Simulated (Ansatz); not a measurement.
Born–Oppenheimer molecular dynamics of BClH7NSi (11 atoms, charge 0, multiplicity 1). It starts at the highest image of a converged band. Of that band: Beside the main top the profile has a ripple of under 15 meV (maxima at images 2, 5), which may be a very shallow well or noise. A vibrational analysis at the climbing image gives one clearly imaginary mode, 1085i cm⁻¹: a first-order saddle point.

Method: RKS B3LYP-D4/def2-SVP (Ansatz).

```yaml
ensemble: NVE (velocity Verlet)
time_step: 0.5 fs
steps_asked: 200
starting_velocities_drawn_for: 300 K
seed: 11524
```

First frame:

```xyz
11
Properties=species:S:1:pos:R:3
B 0.136 -0.646 -0.041
Cl -0.623 1.111 1.454
H 1.269 -0.296 -0.226
H -0.698 -0.617 -0.903
N -0.105 -1.563 1.136
H -0.965 -2.109 1.067
Si 1.258 -2.364 1.975
H 1.941 -3.328 1.070
H 2.192 -1.292 2.397
H 0.693 -3.087 3.146
H -0.458 -0.389 1.690
```

Q: What does the run give?

A: All steps were run.

| Item | Value |
| --- | --- |
| steps done | 200 |
| time covered | 100 fs |
| mean temperature over the second half | 601 K |
| spread of the potential energy over the second half | 4.7 meV per atom |
| mean potential energy of the second half above the start | -31.8 meV per atom |

The conserved energy stayed within 0.12 meV per atom of its start (net change 0.062 meV per atom), so the integration is sound. The kinetic energy rose, since the run started high on the potential surface and went downhill. It ends in pieces (BH6NSi + ClH), so much of that is their flight and rotation, not heat. A run of 0.1 ps of so small a system gives no equilibrium averages. The orbitals stay closed-shell, which can raise the energy where a bond breaks towards radicals; this wasn't checked here.

Q: What happens to the structure?

A: Between its relaxed ends the band would form Cl2–H11 and break B1–Cl2, N5–H11. These pairs go: Cl2–H11 1.53 → 1.32 Å, B1–Cl2 2.43 → 4.13 Å, N5–H11 1.35 → 5.37 Å. In the last frame they stand as after the step (other bonds may differ from the relaxed reactants and products). It ends as BH6NSi + ClH. Pairs count as bonded within 1.25 times the sum of covalent radii (0.12 Å more for H–H). Another seed would give other details.

Q: How do temperature and energy run in time?

A: 
```tsv
time (fs)	T (K)	potential energy less start (eV)	conserved less start (meV/atom)
0	300	0.000	0.00
8	132	0.196	0.06
16	297	0.004	0.05
24	407	-0.124	0.04
32	500	-0.232	0.05
40	540	-0.279	0.04
48	602	-0.351	0.09
56	604	-0.353	0.06
64	562	-0.303	0.08
72	675	-0.435	0.07
80	520	-0.255	0.09
88	596	-0.343	0.09
96	557	-0.298	0.07
```

The run took 6.5 min on 2 threads of Arm Neoverse V2, on a shared host, peak memory 0.2 GiB.
